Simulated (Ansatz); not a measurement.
Isomers of Na2S2⁻ (doublet), relaxed with r2SCAN-D4/def2-TZVPD; total energies from Ansatz at CCSD(T)/def2-TZVPD.

```tsv
isomer	description	energy (Eh)
A	point group Cs; 4 × Na–S 2.62 to 2.63 Å; 1 × S–S 2.18 Å	-1119.65540
B	point group C2v; 4 × Na–S 2.61 Å	-1119.65023
```

Correlated methods freeze 12 core orbitals; core or outer-core shells of Na are correlated, in sets that lack core-valence functions.

The isomers come from a short search, and lower ones may exist.

Task: Work out the relative energies (1 Eh = 2625.5 kJ/mol) and the Boltzmann populations at 500 K from electronic energies alone (R = 8.314 J/mol/K).

Result: ΔE: A 0.0, B 13.6 kJ/mol. RT = 4.16 kJ/mol. Factors exp(−ΔE/RT): A 1, B 0.038; sum 1.038. Populations: A 96.3 %, B 3.7 %. Zero-point energy, vibrational entropy and symmetry numbers are left out and can shift these; an error of 4 kJ/mol changes a ratio by a factor of 2.6. Over the other density-functional and correlated levels in def2 sets, the gap between A and B ranges from -35 to 12 kJ/mol.
